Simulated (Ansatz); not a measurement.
Geometry optimisation, RKS PBE0/def2-SVP in Ansatz.

The input (input.yaml):

```yaml
crystal:
  periodic: [false, false, false]
  atoms:
    - { symbol: B, position_ang: [-0.6043, 2.02513, 0.43771] }
    - { symbol: C, position_ang: [-0.14763, 0.56618, 0.56688] }
    - { symbol: C, position_ang: [0.05218, -0.24797, -0.47881] }
    - { symbol: C, position_ang: [0.49887, -1.6692, -0.37193] }
    - { symbol: H, position_ang: [-0.80907, 2.47804, -0.62219] }
    - { symbol: H, position_ang: [-0.75189, 2.68754, 1.39136] }
    - { symbol: H, position_ang: [0.03129, 0.13588, 1.54862] }
    - { symbol: H, position_ang: [-0.34337, 1.13913, -0.3395] }
    - { symbol: H, position_ang: [-0.20807, -2.24269, 0.22782] }
    - { symbol: H, position_ang: [1.46521, -1.72433, 0.12966] }
    - { symbol: H, position_ang: [0.58709, -2.13652, -1.34874] }
basis:
  gaussian: { orbitals: def2-SVP }
hamiltonian:
  xc: pbe0
relax:
  f_tol: 0.02
  max_steps: 50
```

Command:

```bash
$ ansatz run input.yaml --threads 2 --pin off --max-ram 3072MiB --backend cpu --events-out ev --progress --plain --runs-dir out
```

Q: Where does it end, and by what steps?

A: The run converged. The force dipped under the threshold on the way, but the program's further checks kept it going. After 20 steps the energy has fallen by 5.678 eV; H8 moved furthest, 1.32 Å. Parted: B1–H8, C2–H8. Joined: C3–H8.

```json
{"step": "0", "energy less start (eV)": "0.0000", "largest force component (eV/Å)": "5.306", "accepted": "yes"}
{"step": "1", "energy less start (eV)": "-0.6770", "largest force component (eV/Å)": "3.651", "accepted": "yes"}
{"step": "2", "energy less start (eV)": "-1.4618", "largest force component (eV/Å)": "3.035", "accepted": "yes"}
{"step": "3", "energy less start (eV)": "-2.4750", "largest force component (eV/Å)": "3.536", "accepted": "yes"}
{"step": "4", "energy less start (eV)": "-3.5166", "largest force component (eV/Å)": "4.349", "accepted": "yes"}
{"step": "5", "energy less start (eV)": "-4.5749", "largest force component (eV/Å)": "2.260", "accepted": "yes"}
{"step": "6", "energy less start (eV)": "-5.2228", "largest force component (eV/Å)": "1.060", "accepted": "yes"}
{"step": "7", "energy less start (eV)": "-5.4511", "largest force component (eV/Å)": "0.701", "accepted": "yes"}
{"step": "8", "energy less start (eV)": "-5.5873", "largest force component (eV/Å)": "0.395", "accepted": "yes"}
{"step": "9", "energy less start (eV)": "-5.6031", "largest force component (eV/Å)": "0.175", "accepted": "yes"}
{"step": "10", "energy less start (eV)": "-5.6164", "largest force component (eV/Å)": "0.155", "accepted": "yes"}
{"step": "11", "energy less start (eV)": "-5.6263", "largest force component (eV/Å)": "0.363", "accepted": "yes"}
{"step": "12", "energy less start (eV)": "-5.6218", "largest force component (eV/Å)": "0.776", "accepted": "no"}
{"step": "13", "energy less start (eV)": "-5.6422", "largest force component (eV/Å)": "0.214", "accepted": "yes"}
{"step": "14", "energy less start (eV)": "-5.6577", "largest force component (eV/Å)": "0.124", "accepted": "yes"}
{"step": "15", "energy less start (eV)": "-5.6732", "largest force component (eV/Å)": "0.023", "accepted": "yes"}
{"step": "16", "energy less start (eV)": "-5.6413", "largest force component (eV/Å)": "0.623", "accepted": "no"}
{"step": "17", "energy less start (eV)": "-5.6749", "largest force component (eV/Å)": "0.017", "accepted": "yes"}
{"step": "18", "energy less start (eV)": "-5.6763", "largest force component (eV/Å)": "0.119", "accepted": "yes"}
{"step": "19", "energy less start (eV)": "-5.6727", "largest force component (eV/Å)": "0.232", "accepted": "no"}
{"step": "20", "energy less start (eV)": "-5.6776", "largest force component (eV/Å)": "0.006", "accepted": "yes"}
```

```xyz
11
Properties=species:S:1:pos:R:3
B -0.648 2.078 0.628
C -0.324 0.584 0.743
C 0.151 -0.110 -0.317
C 0.502 -1.554 -0.346
H -0.474 2.640 -0.432
H -1.073 2.715 1.566
H -0.467 0.033 1.682
H 0.298 0.438 -1.258
H 0.332 -2.044 0.623
H 1.560 -1.688 -0.630
H -0.087 -2.080 -1.117
```

Time of the run: 23 s on 2 threads of Intel(R) Xeon(R) 6975P-C (Granite Rapids) (shared host), peak memory 0.18 GiB.
